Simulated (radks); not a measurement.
Problem. The mean radii <r> (bohr) of the occupied orbitals of an atom or ion are listed with their occupations. Calculated with a radial shooting solver on a logarithmic mesh with Libxc functionals: scalar-relativistic Kohn-Sham, BLYP, spin-polarised, spherical densities, finite nucleus; Fermi nuclear charge, rms radius of each element as measured or else 0.836 A^(1/3) + 0.57 fm.

| orbital | occ. | <r> |
|---|---|---|
| 1s up | 1 | 0.02457 |
| 1s down | 1 | 0.02457 |
| 2s up | 1 | 0.1052 |
| 2s down | 1 | 0.1052 |
| 2p up | 3 | 0.09236 |
| 2p down | 3 | 0.09235 |
| 3s up | 1 | 0.2787 |
| 3s down | 1 | 0.2787 |
| 3p up | 3 | 0.2767 |
| 3p down | 3 | 0.2767 |
| 3d up | 5 | 0.2536 |
| 3d down | 5 | 0.2535 |
| 4s up | 1 | 0.6371 |
| 4s down | 1 | 0.6369 |
| 4p up | 3 | 0.6745 |
| 4p down | 3 | 0.6741 |
| 4d up | 5 | 0.7430 |
| 4d down | 5 | 0.7420 |
| 5s up | 1 | 1.471 |
| 5p up | 3 | 1.658 |
| 5p down | 3 | 1.672 |
| 4f up | 1 | 1.011 |

Name the element and its charge. Open shells, if any, are filled with parallel spins first.

Solution. Z = 58, cerium, charge +4: Ce4+ in [Kr] 4d10 4f1 5s1 5p6. The 1s radius gives Z: for a bare nucleus <r> = (2 gamma + 1)/(2Z) with gamma = sqrt(1 - (Z/c)^2), 0.02424 bohr for Z = 58, and screening makes it slightly larger (0.02457 here). The occupations add up to 54, and the charge is Z minus that.
